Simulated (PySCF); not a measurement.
F3Si, SMILES F[Si](F)F, multiplicity 2. Atoms are numbered in the order given.

```xyz
4

F      1.2796     0.7388    -0.1944
Si     0.0000     0.0000     0.3750
F     -1.2796     0.7388    -0.1944
F      0.0000    -1.4776    -0.1944
```
Charge 0, spin multiplicity 2.

Geometry optimised at r2SCAN-D4/def2-TZVP. The isomer is the one that the SMILES or the coordinates give; other isomers of the formula were not compared.

These are TDA-B3LYP/def2-SVPD run with PySCF 2.14.0 values and carry that method's errors.

Vertical excitations; the highest root listed may be one member of a degenerate set. 

Question: List the lowest excited states. (An estimate is asked for; the answer gives what the named calculation found.)

Answer: 
```
state    energy (eV)  λ (nm)      f                                     main pairs
-------  -----------  ------  -----  ---------------------------------------------
root 1          6.61     188  0.000                               β HOMO→LUMO 99 %
root 2          6.87     180  0.128  α HOMO→LUMO+1, β HOMO−2→LUMO (degenerate set)
root 3          6.87     180  0.128    α HOMO→LUMO, β HOMO−1→LUMO (degenerate set)
root 4          7.03     176  0.009    α HOMO→LUMO, β HOMO−1→LUMO (degenerate set)
root 5          7.03     176  0.008  α HOMO→LUMO+1, β HOMO−2→LUMO (degenerate set)
root 6          7.35     169  0.000                             α HOMO→LUMO+2 95 %
root 7          7.71     161  0.045                 β HOMO−3→LUMO (degenerate set)
root 8          7.71     161  0.045                 β HOMO−4→LUMO (degenerate set)
root 9          8.30     149  0.072                             β HOMO−5→LUMO 91 %
root 10         8.47     146  0.138                             α HOMO→LUMO+3 97 %
```
Unrestricted roots are not spin-pure.
